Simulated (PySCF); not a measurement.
Input of a response calculation (the driver script's job line, then coordinates in Å):

```
{"job": {"kind": "uv", "xc": "CAM-B3LYP", "basis": "def2-SVPD", "dynamic": true, "nstates": 6, "ntriplets": 0}, "charge": 0, "multiplicity": 1}
C     -0.152943     2.413291    -0.338374
C     -0.680097     1.061310     0.008489
N     -1.946227     0.911198     0.357290
C     -2.386964    -0.314008     0.664587
C     -1.546058    -1.415146     0.622768
N     -0.263682    -1.285687     0.272486
C      0.171630    -0.077262    -0.031325
O      1.442291     0.068160    -0.382898
Ge     2.463405    -1.455250    -0.409522
H      0.263848     2.422524    -1.357669
H      0.669086     2.698077     0.337280
H     -0.961720     3.150300    -0.263274
H     -3.438727    -0.415524     0.949230
H     -1.901732    -2.419842     0.872239
H      3.808752    -0.860431    -0.849967
H      2.539325    -2.045515     1.001942
H      1.904458    -2.426100    -1.454346
```

Output:

```
coarse grid: 68512 points
cycle   1  E = -2456.3933809615  dE =  1.028e+00  |g| = 8.099e-01  |ddm| = 8.634e+00
cycle   2  E = -2456.3288608061  dE =  6.452e-02  |g| = 1.050e+00  |ddm| = 4.331e+00
cycle   3  E = -2456.5100159544  dE = -1.812e-01  |g| = 1.219e-01  |ddm| = 2.290e+00
cycle   4  E = -2456.5122240495  dE = -2.208e-03  |g| = 6.010e-02  |ddm| = 3.279e-01
cycle   5  E = -2456.5128835592  dE = -6.595e-04  |g| = 1.520e-02  |ddm| = 1.229e-01
cycle   6  E = -2456.5129304226  dE = -4.686e-05  |g| = 4.905e-03  |ddm| = 5.054e-02
cycle   7  E = -2456.5129361410  dE = -5.718e-06  |g| = 9.405e-04  |ddm| = 1.241e-02
final grid: 145248 points
cycle   8  E = -2456.5128839557  dE = -1.002e-07  |g| = 1.028e-03  |ddm| = 8.843e-03
cycle   9  E = -2456.5128836843  dE =  2.714e-07  |g| = 1.523e-03  |ddm| = 5.271e-03
cycle  10  E = -2456.5128842587  dE = -5.744e-07  |g| = 1.213e-04  |ddm| = 3.214e-03
cycle  11  E = -2456.5128842629  dE = -4.186e-09  |g| = 6.049e-05  |ddm| = 3.853e-04
cycle  12  E = -2456.5128842647  dE = -1.828e-09  |g| = 2.826e-05  |ddm| = 3.127e-04
cycle  13  E = -2456.5128842651  dE = -3.438e-10  |g| = 6.103e-06  |ddm| = 1.088e-04
converged SCF energy = -2456.5128842651

Static polarisability (au): isotropic 106.541, principal 72.071 114.981 132.570

Singlet excitations
state   eV       nm        f      main configurations
  1   4.5661    271.5   0.00419   H-1->L 0.98
  2   4.9130    252.4   0.14497   H->L 0.94
  3   5.5464    223.5   0.00010   H-1->L+2 0.98
  4   6.0615    204.5   0.21537   H->L+2 0.90
  5   6.0927    203.5   0.00003   H-2->L 0.91
  6   6.3008    196.8   0.00209   H->L+3 0.62, H->L+1 0.29
```

Theory: TDDFT CAM-B3LYP/def2-SVPD, vertical, gas phase, core orbitals frozen in the response (PySCF). The structure is a single PBE0-D3(BJ)/def2-SVP conformer in the gas phase; no vibrational or solvent corrections. Relativistic effects, spin–orbit coupling among them, are left out although an element past zinc is present.

(1) How many basis functions and electrons does this run hold?

(2) What is the total energy of state 6 at this geometry?

(3) Give the mean polarisability in Å³.

(4) How much of the mean polarisability do the listed states account for?

(5) What is the polarisability anisotropy, √(½[(α1 − α2)² + (α2 − α3)² + (α3 − α1)²])?

(6) Which species is it?

Results:

(1) 265 basis functions for 92 electrons in 46 doubly occupied orbitals.

(2) -2456.51288 + 0.23155 = -2456.28133 hartree.

(3) 106.54 au × 0.148185 = 15.79 Å³.

(4) The sum over states Σ f/ΔE² (ΔE in hartree) gives 8.98 au, 8% of the total; the rest comes from higher roots of the same response equations.

(5) 53.90 au.

(6) `CC1=NC=CN=C1[O][GeH3]` (C5H8GeN2O), point group Cs.

The SCF starts on a coarse grid; the energy jumps when the final grid takes over, and dE counts afresh there. H and L stand for HOMO and LUMO.

The values belong to the conformer `[CH3:1][c:2]1[n:3][cH:4][cH:5][n:6][c:7]1[O:8][GeH3:9]`: N6–C7–O8–Ge9 0°.
